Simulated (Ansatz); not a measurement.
Computed with Ansatz on PBE0-D4/def2-TZVP structures; ΔE is electronic, products minus reactants. CCSD(T)/CBS adds triple-zeta CCSD(T) − MP2 to the extrapolated MP2 energy (def2 sets, frozen cores). This one scheme is used for every species. DFT in def2-TZVPP. B3LYP here is the variant with VWN-RPA as its local correlation; programs differ in this. HSE06 is defined as in plane-wave codes. def2 core potentials past Kr. For Br, In outer-core shells are correlated without core-valence functions, which leaves a few kJ/mol of doubt a bond. Scalar relativity is left out up to krypton. One conformer a species, not always the lowest.

`O=C=[N][In]([F])[F]` + HBr → `[F][In]([F])[Br]` + `N=C=O`  (ligand exchange at the In–N bond)

```json
{"level": "LDA (SPW92)", "ΔE (kJ/mol)": "-84.7", "difference from CCSD(T)/CBS": "-10.2"}
{"level": "PBE-D4", "ΔE (kJ/mol)": "-84.3", "difference from CCSD(T)/CBS": "-9.8"}
{"level": "revPBE-D4", "ΔE (kJ/mol)": "-80.9", "difference from CCSD(T)/CBS": "-6.4"}
{"level": "BLYP-D4", "ΔE (kJ/mol)": "-81.4", "difference from CCSD(T)/CBS": "-6.9"}
{"level": "r2SCAN-D4", "ΔE (kJ/mol)": "-84.0", "difference from CCSD(T)/CBS": "-9.5"}
{"level": "B97M-V", "ΔE (kJ/mol)": "-80.5", "difference from CCSD(T)/CBS": "-6.0"}
{"level": "PBE0-D4", "ΔE (kJ/mol)": "-83.6", "difference from CCSD(T)/CBS": "-9.1"}
{"level": "B3LYP-D4", "ΔE (kJ/mol)": "-81.9", "difference from CCSD(T)/CBS": "-7.4"}
{"level": "r2SCANh-D4", "ΔE (kJ/mol)": "-84.0", "difference from CCSD(T)/CBS": "-9.5"}
{"level": "r2SCAN0-D4", "ΔE (kJ/mol)": "-83.8", "difference from CCSD(T)/CBS": "-9.3"}
{"level": "HSE06-D4", "ΔE (kJ/mol)": "-83.9", "difference from CCSD(T)/CBS": "-9.4"}
{"level": "BHLYP-D4", "ΔE (kJ/mol)": "-82.3", "difference from CCSD(T)/CBS": "-7.8"}
{"level": "ωB97X-V", "ΔE (kJ/mol)": "-76.8", "difference from CCSD(T)/CBS": "-2.3"}
{"level": "ωB97M-V", "ΔE (kJ/mol)": "-79.2", "difference from CCSD(T)/CBS": "-4.7"}
{"level": "B2PLYP", "ΔE (kJ/mol)": "-78.1", "difference from CCSD(T)/CBS": "-3.6"}
{"level": "PBE-QIDH", "ΔE (kJ/mol)": "-78.1", "difference from CCSD(T)/CBS": "-3.6"}
{"level": "PBE", "ΔE (kJ/mol)": "-85.3", "difference from CCSD(T)/CBS": "-10.8"}
{"level": "revPBE", "ΔE (kJ/mol)": "-84.7", "difference from CCSD(T)/CBS": "-10.2"}
{"level": "BLYP", "ΔE (kJ/mol)": "-83.8", "difference from CCSD(T)/CBS": "-9.3"}
{"level": "r2SCAN", "ΔE (kJ/mol)": "-84.5", "difference from CCSD(T)/CBS": "-10.0"}
{"level": "PBE0", "ΔE (kJ/mol)": "-84.5", "difference from CCSD(T)/CBS": "-10.0"}
{"level": "B3LYP", "ΔE (kJ/mol)": "-83.5", "difference from CCSD(T)/CBS": "-9.0"}
{"level": "r2SCANh", "ΔE (kJ/mol)": "-84.4", "difference from CCSD(T)/CBS": "-9.9"}
{"level": "HSE06", "ΔE (kJ/mol)": "-84.7", "difference from CCSD(T)/CBS": "-10.2"}
{"level": "BHLYP", "ΔE (kJ/mol)": "-82.2", "difference from CCSD(T)/CBS": "-7.7"}
{"level": "CAM-B3LYP", "ΔE (kJ/mol)": "-78.6", "difference from CCSD(T)/CBS": "-4.1"}
{"level": "LC-ωPBE", "ΔE (kJ/mol)": "-75.7", "difference from CCSD(T)/CBS": "-1.2"}
{"level": "RPA@PBE/def2-TZVPP", "ΔE (kJ/mol)": "-66.0", "difference from CCSD(T)/CBS": "8.5"}
{"level": "HF/def2-SVP", "ΔE (kJ/mol)": "-76.9", "difference from CCSD(T)/CBS": "-2.4"}
{"level": "MP2/def2-SVP", "ΔE (kJ/mol)": "-70.0", "difference from CCSD(T)/CBS": "4.5"}
{"level": "CCSD/def2-SVP", "ΔE (kJ/mol)": "-70.7", "difference from CCSD(T)/CBS": "3.8"}
{"level": "HF/def2-TZVPP", "ΔE (kJ/mol)": "-78.8", "difference from CCSD(T)/CBS": "-4.3"}
{"level": "MP2/def2-TZVPP", "ΔE (kJ/mol)": "-69.9", "difference from CCSD(T)/CBS": "4.6"}
{"level": "CCSD/def2-TZVPP", "ΔE (kJ/mol)": "-70.1", "difference from CCSD(T)/CBS": "4.4"}
{"level": "CCSD(T)/def2-TZVPP", "ΔE (kJ/mol)": "-69.3", "difference from CCSD(T)/CBS": "5.2"}
{"level": "HF/def2-QZVPP", "ΔE (kJ/mol)": "-78.1", "difference from CCSD(T)/CBS": "-3.6"}
{"level": "MP2/def2-QZVPP", "ΔE (kJ/mol)": "-72.7", "difference from CCSD(T)/CBS": "1.8"}
{"level": "SCS-MP2/def2-QZVPP", "ΔE (kJ/mol)": "-71.0", "difference from CCSD(T)/CBS": "3.5"}
{"level": "HF/CBS(def2)", "ΔE (kJ/mol)": "-78.1", "difference from CCSD(T)/CBS": "-3.6"}
{"level": "CCSD/CBS(def2)", "ΔE (kJ/mol)": "-75.3", "difference from CCSD(T)/CBS": "-0.8"}
{"level": "CCSD(T)/CBS", "ΔE (kJ/mol)": "-74.5", "difference from CCSD(T)/CBS": "0"}
```

Largest T1 diagnostic among the species: 0.018.

In def2-TZVPP, CCSD(T) changes the Hartree–Fock value by +9.5 kJ/mol (the triples alone add +0.8 kJ/mol) and MP2 by +8.9 kJ/mol. Leaving LDA and LC-ωPBE aside and taking each functional with its dispersion term where it has one, the values spread over 7.5 kJ/mol, from PBE-D4 to ωB97X-V.
